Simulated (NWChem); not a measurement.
System: CH3Si, doublet; SMILES [SiH]=C

Here is an NWChem input.

```
start job
memory heap 200 mb stack 700 mb global 900 mb
geometry units angstroms noautosym nocenter noautoz
  C     -0.035883     1.111908    -0.067276
  Si    -0.093588    -0.576206     0.222446
  H     -0.917457     1.757387    -0.030692
  H      0.915057     1.605340    -0.303917
  H      1.137783    -1.435562     0.164388
end
basis spherical
  C library pcj-1
  Si library pcj-1
  H library pcj-1
end
dft
  odft
  mult 2
  xc xpbe96 cpbe96
  iterations 150
end
property
  hyperfine
end
task dft property
```

Output (shortened):

```
             Northwest Computational Chemistry Package (NWChem) 7.3.0
             --------------------------------------------------------

                             Geometry "geometry" -> ""
                             -------------------------

 Output coordinates in angstroms (scale by  1.889725989 to convert to a.u.)

  No.       Tag          Charge          X              Y              Z
 ---- ---------------- ---------- -------------- -------------- --------------
    1 C                    6.0000    -0.03588300     1.11190800    -0.06727600
    2 Si                  14.0000    -0.09358800    -0.57620600     0.22244600
    3 H                    1.0000    -0.91745700     1.75738700    -0.03069200
    4 H                    1.0000     0.91505700     1.60534000    -0.30391700
    5 H                    1.0000     1.13778300    -1.43556200     0.16438800

 Effective nuclear repulsion energy (a.u.)      44.3784991038

  pbe96 is a nonlocal functional; adding pw91lda local functional.
                              NWChem Property Module
                              ----------------------

  itol2e modified to match energy
  convergence criterion.

                                 NWChem DFT Module
                                 -----------------

 Summary of "ao basis" -> "ao basis" (spherical)
 ------------------------------------------------------------------------------
       Tag                 Description            Shells   Functions and Types
 ---------------- ------------------------------  ------  ---------------------
 C                           pcj-1                  11       27   5s4p2d
 Si                          pcj-1                  13       31   6s5p2d
 H                           pcj-1                   6       10   4s2p

  itol2e modified to match energy
  convergence criterion.

            General Information
            -------------------
          SCF calculation type: DFT
          Wavefunction type:  spin polarized.
          No. of atoms     :     5
          No. of electrons :    23
           Alpha electrons :    12
            Beta electrons :    11
          Charge           :     0
          Spin multiplicity:     2
          Use of symmetry is: off; symmetry adaption is: off
          Maximum number of iterations: 150
          AO basis - number of functions:    88
                     number of shells:    42
          Convergence on energy requested:  1.00D-07
          Convergence on density requested:  1.00D-05
          Convergence on gradient requested:  5.00D-04

              XC Information
              --------------
          PerdewBurkeErnzerhof Exchange Functional  1.000
            Perdew 1991 LDA Correlation Functional  1.000 local
           PerdewBurkeErnz. Correlation Functional  1.000 non-local

             Grid Information
             ----------------
          Grid used for XC integration:  fine
          Radial quadrature: Mura-Knowles
          Angular quadrature: Lebedev.
          Tag              B.-S. Rad. Rad. Pts. Rad. Cut. Ang. Pts.
          ---              ---------- --------- --------- ---------
          C                   0.70       70          10.0       590
          Si                  1.10      123           9.0       770
          H                   0.35       60          11.0       590
          Grid pruning is: on
          Number of quadrature shells:   373
          Spatial weights used:  Erf1

      Superposition of Atomic Density Guess
      -------------------------------------

 Sum of atomic energies:        -327.81176703

      Non-variational initial energy
      ------------------------------

 Total energy =    -328.430062
 1-e energy   =    -539.799548
 2-e energy   =     166.990987
 HOMO         =      -0.171742
 LUMO         =      -0.015232

[...]

          ----------------------
          Hyperfine Interactions
          ----------------------

 Total Spin Density (Fermi Contact Term)
 ------------------ --------------------
     Atom            x         y         z       Density (a.u.)      Aiso(MHz)     Aiso(Gauss)
     1  13-C     -0.06781   2.10120  -0.12713       0.046649         52.442948      18.712916
     2  29-Si    -0.17686  -1.08887   0.42036       0.675618       -600.440729    -214.251821
     3   1-H     -1.73374   3.32098  -0.05800       0.001220          5.451690       1.945295
     4   1-H      1.72921   3.03365  -0.57432       0.019853         88.738365      31.664002
     5   1-H      2.15010  -2.71282   0.31065       0.044903        200.711292      71.618659

           -------------------------------------------
           Anisotropic Interaction (Spin-Dipolar Term)
           -------------------------------------------

 ------------------------------------------------------------
     Atom            x         y         z
 ------------------------------------------------------------
     1  13-C     -0.06781   2.10120  -0.12713

   Spin-Dipolar term (a.u.)
        xx             yy             zz             xy             xz             yz
 ------------------------------------------------------------------------------------------
       0.026728       0.153109      -0.179836       0.050273      -0.045120      -0.066826

   Principal Comp. of -hf- tensor (au)            Anisotropic -hfcc- (MHz)               Anisotropic -hfcc- (Gauss)
 --------------------------------------------------------------------------------------------------------------------------
      0.011016     0.187331    -0.198347       1.478206    25.138027   -26.616233       0.527460     8.969858    -9.497318

   Orientation of the principal axis of Hyperfine Tensor w.r.t absolute (molecular) frame
 --------------------------------------------------------------------------------------------------------------------------
      0.925002     0.345123     0.158939
     -0.369302     0.915004     0.162431
     -0.089371    -0.208946     0.973835

 ------------------------------------------------------------
     Atom            x         y         z
 ------------------------------------------------------------
     2  29-Si    -0.17686  -1.08887   0.42036

   Spin-Dipolar term (a.u.)
        xx             yy             zz             xy             xz             yz
 ------------------------------------------------------------------------------------------
       0.684740      -0.276432      -0.408308       0.930780      -0.345801      -0.187473

   Principal Comp. of -hf- tensor (au)            Anisotropic -hfcc- (MHz)               Anisotropic -hfcc- (Gauss)
 --------------------------------------------------------------------------------------------------------------------------
      1.339968    -0.844452    -0.495516    -142.149269    89.582940    52.566329     -50.722308    31.965367    18.756942

   Orientation of the principal axis of Hyperfine Tensor w.r.t absolute (molecular) frame
 --------------------------------------------------------------------------------------------------------------------------
      0.834293    -0.528120     0.158255
      0.505846     0.847421     0.161240
     -0.219262    -0.054468     0.974144

 ------------------------------------------------------------
     Atom            x         y         z
 ------------------------------------------------------------
     3   1-H     -1.73374   3.32098  -0.05800

   Spin-Dipolar term (a.u.)
        xx             yy             zz             xy             xz             yz
 ------------------------------------------------------------------------------------------
      -0.006286       0.016154      -0.009868      -0.000451      -0.000638      -0.004395

   Principal Comp. of -hf- tensor (au)            Anisotropic -hfcc- (MHz)               Anisotropic -hfcc- (Gauss)
 --------------------------------------------------------------------------------------------------------------------------
     -0.006179     0.016881    -0.010702      -3.296815     9.006971    -5.710156      -1.176383     3.213906    -2.037522

   Orientation of the principal axis of Hyperfine Tensor w.r.t absolute (molecular) frame
 --------------------------------------------------------------------------------------------------------------------------
      0.987435    -0.014766     0.157337
     -0.011067     0.986719     0.162060
     -0.157640    -0.161765     0.974157

 ------------------------------------------------------------
     Atom            x         y         z
 ------------------------------------------------------------
     4   1-H      1.72921   3.03365  -0.57432

   Spin-Dipolar term (a.u.)
        xx             yy             zz             xy             xz             yz
 ------------------------------------------------------------------------------------------
       0.001995       0.006925      -0.008920      -0.000317      -0.001831      -0.002705

   Principal Comp. of -hf- tensor (au)            Anisotropic -hfcc- (MHz)               Anisotropic -hfcc- (Gauss)
 --------------------------------------------------------------------------------------------------------------------------
      0.002291     0.007375    -0.009666       1.222405     3.934710    -5.157115       0.436184     1.404000    -1.840184

   Orientation of the principal axis of Hyperfine Tensor w.r.t absolute (molecular) frame
 --------------------------------------------------------------------------------------------------------------------------
      0.987532    -0.002494     0.157401
     -0.023306     0.986539     0.161856
     -0.155685    -0.163507     0.974180

 ------------------------------------------------------------
     Atom            x         y         z
 ------------------------------------------------------------
     5   1-H      2.15010  -2.71282   0.31065

[...]
```

Level: PBE/pcJ-1, spin-unrestricted, contact and dipolar terms. The geometry was optimised at PBE0/def2-SVP, spin-unrestricted. No stability test was run on the SCF state.
